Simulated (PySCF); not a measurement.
**Excitation energy of Ca⁺ by level of theory**

Ca⁺ [Ar] 4s1 (2S) → Ca⁺ [Ar] 3d1 (2D), as a difference of total energies. All numbers are calculated (PySCF 2.14, scalar relativity by spin-free X2C-1e, in aug-cc-pwCVTZ-X2C with one added diffuse shell each of s, p, d, f type (10s9p7d4f, 100 functions)). Correlated levels: valence and next inner shell: [Ne] frozen; nothing frozen. The calculations carry no spin-orbit coupling.

| method | excitation energy (cm⁻¹) |
| --- | --- |
| UHF | 16340 |
| LDA | 10466 |
| PBE | 9776.1 |
| PBE0 | 10492 |
| r2SCAN | 9237.3 |
| BP86 | 9351.5 |
| B3LYP | 10887 |
| PBEsol | 9682.6 |
| SCS-MP2 (valence and next inner shell) | 16090 |
| MP2 (all electrons) | 16413 |
| SCS-MP2 (all electrons) | 16247 |

Problem. Estimate what MP2 (valence and next inner shell) gives.

Solution. 16241 cm⁻¹, closest to SCS-MP2 (all electrons) among the rows shown.

Problem. Estimate what PW91 gives.

Solution. 9579.6 cm⁻¹, closest to PBEsol among the rows shown.

Errors of the correlated levels include the incompleteness of this basis and the frozen core.

For comparison: 13687 cm⁻¹ (measured; NIST levels, between the centres of gravity of the two terms).
